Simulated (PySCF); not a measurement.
Computed IR spectrum (relative IR intensity) of a molecule C2H6BF2N. Geometry: PBE-D3(BJ)/def2-SVP. Other conformers were not sampled. Calculation: PBE-D3(BJ)/def2-SVP (PySCF 2.14.0). Harmonic, unscaled wavenumbers; measured fundamentals usually lie a few per cent lower.

```
ν (cm⁻¹)  relative intensity
--------  ------------------
574                      9.9
638                       16
918                      2.7
1293                      25
1331                     2.7
1354                     3.5
1398                      35
1413                     2.6
1419                     9.5
1437                     5.0
1548                     100
2953                     9.4
2968                     3.6
3060                     5.4
3070                     4.3
3534                     4.7
```

Question: Which structure fits?
(A) CB(N)C(F)F
(B) C[C@@H](F)B(N)F
(C) CN(C)B(F)F
(D) CCNB(F)F

Answer: D, CCNB(F)F
